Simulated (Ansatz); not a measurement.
Frontier orbitals of CH5BClN, SMILES `NCBCl`.

Total charge 0; spin multiplicity 1. The geometry is a stationary point of PBE0-D4/def2-TZVP. It is one conformer, not always the lowest. Basis def2-TZVPP, the Gaussian-basis code of Ansatz.

Orbital energies of one run (eV). Highest occupied ones, from the top: -5.65, -7.24, -8.61, -8.72, -9.36, -10.50, -11.35, -11.94, -12.70, -16.65, -20.88, -22.00, -176.00, -190.23. Empty: -2.38, -0.04, 0.82, 1.42, 1.65, 1.72.

Task: Which functional gave them?
A. BHLYP
B. PBE0
C. LDA (SPW92)
D. r2SCANh

Result: C. HOMO energies: LDA (SPW92) -5.65, BHLYP -8.41, r2SCANh -6.38, PBE0 -7.00 eV.
